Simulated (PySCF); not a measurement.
FGeH₇Si₂, SMILES F[SiH2][SiH2][GeH3]. Heavy atoms are numbered as in [SiH2:1]([F:2])[SiH2:3][GeH3:4]. Hydrogens are named by the atom that carries them.

Geometry optimised at r2SCAN-D4/def2-SVP. The structure was generated by enumeration, and PubChem lists no compound with its InChIKey, so it may never have been made. The values are those of a single conformer.

The numbers are results of PySCF with HF/pcSseg-1, not measurements.

GIAO shieldings, no solvent; atoms alike by connectivity are averaged. δ = σ(ref) − σ: ²⁹Si against TMS (σ = 393.8 ppm); ¹⁹F against CFCl3 (σ = 238.5 ppm); ⁷³Ge against GeH4 (σ = 1776.1 ppm); ¹H against TMS (σ = 31.99 ppm), references at their B3LYP-D3(BJ)/def2-TZVP geometries, non-relativistic.

| atoms | nucleus | count | δ (ppm) |
|---|---|---|---|
| Si1 (SiH2) | ²⁹Si | 1 | ___ |
| Si3 (SiH2) | ²⁹Si | 1 | ___ |
| F2 | ¹⁹F | 1 | -199.8 |
| Ge4 (GeH3) | ⁷³Ge | 1 | -25.4 |
| H on Si1 | ¹H | 2 | ___ |
| H on Si3 | ¹H | 2 | 3.66 |
| H on Ge4 | ¹H | 3 | 3.54 |

What belongs in the gaps? (The exact figures need the calculation; the answer reports its results.)


- H on Si1, δ (ppm): 5.27
- Si3 (SiH2), δ (ppm): -98.3
- Si1 (SiH2), δ (ppm): -0.2
